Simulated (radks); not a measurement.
The tellurium ion Te+, configuration [Kr] 4d10 5s2 5p3. Calculated with a radial shooting solver on a logarithmic mesh with Libxc functionals: scalar-relativistic Kohn-Sham, PBE, spin-unpolarised, spherical densities, point nucleus. Some entries of the table are withheld. Estimate them.

orbital,occ.,eigenvalue (hartree),r(max) (bohr),<1/r> (bohr^-1)
1s,2,(1),0.01794,55.58
2s,2,-178.5816,0.1013,12.72
2p,6,-160.3413,0.08123,12.18
3s,2,-35.80595,0.2926,4.545
3p,6,-29.87734,(2),4.323
3d,10,-20.91568,(3),4.088
4s,2,-6.37386,0.7010,1.822
4p,6,-4.53702,0.7380,1.664
4d,10,-1.86233,0.8108,1.369
5s,2,-0.86152,1.777,(4)
5p,3,-0.50284,2.106,0.5161

Answer. 
(1) 1s eigenvalue (hartree): -1162.692
(2) 3p r(max) (bohr): 0.2863
(3) 3d r(max) (bohr): 0.2379
(4) 5s <1/r> (bohr^-1): 0.6386
